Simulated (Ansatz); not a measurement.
Start from `[CH3][Ga]([OH])[CH2]Cl` and change one atom or group to get `[CH3][Ga]([CH3])[OH]`.

Ansatz, PBE0-D4/def2-TZVP geometries, multiplicity 1. Each molecule was computed in one conformer, which needn't be the lowest.

Scalar relativity is left out up to krypton.

```
                                      property  `[CH3][Ga]([OH])[CH2]Cl`
         LUMO energy (ωB97M-V/def2-TZVPP) / eV                      1.03
             LUMO energy (PBE/def2-TZVPP) / eV                     -1.52
             HOMO energy (PBE/def2-TZVPP) / eV                     -6.22
         HOMO energy (ωB97M-V/def2-TZVPP) / eV                     -9.73
         HOMO–LUMO gap (B3LYP/def2-TZVPP) / eV                      6.32
size of the dipole moment (PBE/def2-TZVPP) / D                      1.87
```

(1) Give the same properties after the change, and the shifts. (Best estimate.)

Results:

(1) Computed: 
```json
{"property": "LUMO energy (ωB97M-V/def2-TZVPP) / eV", "`[CH3][Ga]([CH3])[OH]`": "1.45", "shift": "0.42"}
{"property": "LUMO energy (PBE/def2-TZVPP) / eV", "`[CH3][Ga]([CH3])[OH]`": "-1.01", "shift": "0.51"}
{"property": "HOMO energy (PBE/def2-TZVPP) / eV", "`[CH3][Ga]([CH3])[OH]`": "-6.44", "shift": "-0.22"}
{"property": "HOMO energy (ωB97M-V/def2-TZVPP) / eV", "`[CH3][Ga]([CH3])[OH]`": "-9.94", "shift": "-0.21"}
{"property": "HOMO–LUMO gap (B3LYP/def2-TZVPP) / eV", "`[CH3][Ga]([CH3])[OH]`": "7.00", "shift": "0.68"}
{"property": "size of the dipole moment (PBE/def2-TZVPP) / D", "`[CH3][Ga]([CH3])[OH]`": "1.70", "shift": "-0.17"}
```

With PBE0 the HOMO falls by 0.20 eV and the LUMO rises by 0.49 eV, so the gap widens by about 0.69 eV. PBE moves the HOMO by -0.22 eV and ωB97M-V by -0.21 eV. Dipoles are sizes alone; their direction can turn.

B3LYP here is the variant with VWN-RPA as its local correlation; programs differ in this.
